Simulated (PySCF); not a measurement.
## SMILES COc1ccncc1, C₆H₇NO

Cartesian coordinates in Å; atom numbers follow the order of the lines, from 1:
```xyz
15

C     2.272   -0.120    0.107
O     1.224    0.808    0.016
C    -0.034    0.355   -0.074
C    -1.053    1.313   -0.161
C    -2.367    0.876   -0.256
N    -2.732   -0.408   -0.270
C    -1.758   -1.306   -0.186
C    -0.401   -0.995   -0.087
H     2.318   -0.772   -0.783
H     3.200    0.461    0.171
H     2.181   -0.751    1.008
H    -0.797    2.373   -0.154
H    -3.176    1.613   -0.325
H    -2.063   -2.359   -0.198
H     0.334   -1.797   -0.022
```

Computed, not measured: TDDFT CAM-B3LYP/aug-cc-pVDZ excited states, vertical, gas phase in PySCF 2.14.0. Geometry: PBE0-D3(BJ)/def2-SVP.

Question: Give the one- and two-photon strengths of the lowest singlets.

Answer: δ for parallel linear polarisation; σ at the peak of a Lorentzian of half width 0.1 eV, single beam; Ω is circular over linear.
```
state  E (eV)      f  photon λ (nm)  δ (au)  σ (GM)     Ω                                main
   S1    5.37  0.001            461    0.41    0.00  1.50                  HOMO−1→LUMO+1 0.97
   S2    5.51  0.001            450    6.35    0.07  1.50  HOMO→LUMO+1 0.40, HOMO→LUMO+4 0.20
   S3    5.55  0.003            447    0.99    0.01  1.50                  HOMO−1→LUMO+4 0.91
   S4    6.08  0.053            408    51.3    0.69  0.84  HOMO→LUMO+4 0.37, HOMO→LUMO+1 0.33
   S5    6.37  0.023            389    27.9    0.41  1.50                      HOMO→LUMO 0.80
   S6    6.71  0.000            369     132    2.17  1.50  HOMO−2→LUMO 0.45, HOMO→LUMO+2 0.31
```

Among these, the strongest one-photon state is S4, the strongest two-photon state S6, with a dipole change of 2.9 D (relaxed, norm of the difference vector).
